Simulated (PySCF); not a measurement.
C₃H₁₁NSi₂.
Z-matrix (Å and degrees, GFN2-xTB geometry), rows numbered from 1:
```
C 
C   1  1.3193
C   2  1.4963  1  124.52
N   3  1.4549  2  111.65  1   116.12
Si  4  1.7373  3  115.57  2   -78.67
Si  4  1.7353  3  117.22  2    83.79
H   1  1.0771  2  122.19  3  -178.51
H   1  1.0781  2  121.55  3     2.04
H   2  1.0823  1  120.88  3   177.30
H   3  1.0957  2  109.18  1  -123.53
H   3  1.0939  2  109.71  1    -5.06
H   5  1.4578  4  106.40  3  -169.34
H   5  1.4685  4  112.35  3    69.66
H   5  1.4656  4  106.24  3   -49.68
H   6  1.4659  4  106.04  3    41.33
H   6  1.4705  4  113.10  3   -78.04
H   6  1.4579  4  106.44  3   160.99
```

The closed-shell ground state was solved at several levels (PySCF, density fitting, gas phase, non-relativistic).

```csv
level,basis functions,HOMO (eV),LUMO (eV),gap (eV),dipole (D)
PBE0/def2-SVPD,216,-6.97,-0.12,6.85,0.56
PBE0/pcSseg-1,171,-6.96,-0.03,6.93,0.52
```

(1) What might wB97X-D/def2-SVPD (216 basis functions) give for the same quantities?

(2) Over all these levels, which gives the widest orbital gap and which the narrowest?

(3) How far do the dipole and the HOMO energy spread over the levels?

Results:

(1) HOMO -8.81 eV, LUMO 1.66 eV, gap 10.47 eV, dipole 0.58 D.

(2) wB97X-D/def2-SVPD (range-separated hybrid) has the widest, 10.47 eV, and PBE0/def2-SVPD (global hybrid, 25 % exact exchange) the narrowest, 6.85 eV. The two share the basis. From the narrowest to the widest the HOMO moves by -1.84 eV and the LUMO by +1.78 eV.

(3) The dipole runs from 0.52 to 0.58 D (mean 0.55 D) and the HOMO from -8.81 to -6.96 eV.

One conformer stands for the species.
